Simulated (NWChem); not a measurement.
# BaCl$_{2}$; SMILES [Cl][Ba][Cl]

```xyz
3

Ba     0.0000     0.0000     0.4959
Cl     2.4226     0.0000    -0.8167
Cl    -2.4226     0.0000    -0.8167
```
Atoms are numbered in this order, from 1.

The geometry was optimised at PBE-D3(BJ)/def2-SVP. def2 effective core potentials on Ba; no spin-orbit coupling.

Symmetry labels are those of C2v in the frame above (b1 and b2, or b-type labels, depend on it).

Q: List the 4 lowest vertical singlet excitations and the 4 lowest triplet ones from PBE/def2-SVP with def2 effective core potentials on Ba, full TDDFT (NWChem).

A: 
| state | energy (eV) | oscillator strength | symmetry | leading excitation (squared amplitude) |
|---|---|---|---|---|
| S1 | 3.51 | 0.005 | b1 | HOMO → LUMO (1.00) |
| S2 | 3.70 | 0.021 | b2 | HOMO−1 → LUMO (1.00) |
| S3 | 3.74 | 0.001 | a1 | HOMO−2 → LUMO (1.00) |
| S4 | 3.82 | 0.000 | a2 | HOMO−3 → LUMO (1.00) |
| T1 | 3.49 | spin-forbidden | b1 | HOMO → LUMO (1.00) |
| T2 | 3.65 | spin-forbidden | b2 | HOMO−1 → LUMO (1.00) |
| T3 | 3.70 | spin-forbidden | a1 | HOMO−2 → LUMO (1.00) |
| T4 | 3.78 | spin-forbidden | a2 | HOMO−3 → LUMO (1.00) |
